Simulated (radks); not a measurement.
The numbers below are computed, except where a source is named.
Fe6+, configuration [Ar] 3d2. Level of theory: Dirac Kohn-Sham, LB94 model potential, spin-unpolarised, spherical densities, finite nucleus; open shells fill j = l - 1/2 first; Fermi nuclear charge, rms radius 3.7377 fm (a radial shooting solver on a logarithmic mesh with Libxc functionals).

Unscreened Slater integrals over Kohn-Sham orbitals (hartree). Large and small components are both included. Empty in this configuration: 3d5/2.

\begin{tabular}{lr}
integral & value \\ \hline
F0(3d3/2,3d3/2) & 1.1141 \\
F2(3d3/2,3d3/2) & 0.54030 \\
F0(3d3/2,3p3/2) & 1.1146 \\
F2(3d3/2,3p3/2) & 0.54077 \\
G1(3d3/2,3p3/2) & 0.65405 \\
G3(3d3/2,3p3/2) & 0.40715 \\
F0(3d3/2,3p1/2) & 1.1201 \\
G1(3d3/2,3p1/2) & 0.65971 \\
F0(3d3/2,3s1/2) & 1.1311 \\
G2(3d3/2,3s1/2) & 0.50559 \\
F0(3d3/2,3d5/2) & 1.1125 \\
F2(3d3/2,3d5/2) & 0.53971 \\
G2(3d3/2,3d5/2) & 0.53917 \\
G4(3d3/2,3d5/2) & 0.34070 \\
F0(3p3/2,3p3/2) & 1.1259 \\
F2(3p3/2,3p3/2) & 0.56758 \\
F0(3p3/2,3p1/2) & 1.1312 \\
G2(3p3/2,3p1/2) & 0.56956 \\
F0(3p3/2,3s1/2) & 1.1414 \\
G1(3p3/2,3s1/2) & 0.75852 \\
F0(3p3/2,3d5/2) & 1.1132 \\
F2(3p3/2,3d5/2) & 0.54041 \\
G1(3p3/2,3d5/2) & 0.65416 \\
G3(3p3/2,3d5/2) & 0.40720 \\
F0(3p1/2,3p1/2) & 1.1366 \\
F0(3p1/2,3s1/2) & 1.1469 \\
G1(3p1/2,3s1/2) & 0.76091 \\
F0(3p1/2,3d5/2) & 1.1186 \\
G3(3p1/2,3d5/2) & 0.40976 \\
F0(3s1/2,3s1/2) & 1.1586 \\
F0(3s1/2,3d5/2) & 1.1296 \\
G2(3s1/2,3d5/2) & 0.50549 \\
F0(3d5/2,3d5/2) & 1.1110 \\
F2(3d5/2,3d5/2) & 0.53913 \\
F4(3d5/2,3d5/2) & 0.34068 \\
\end{tabular}
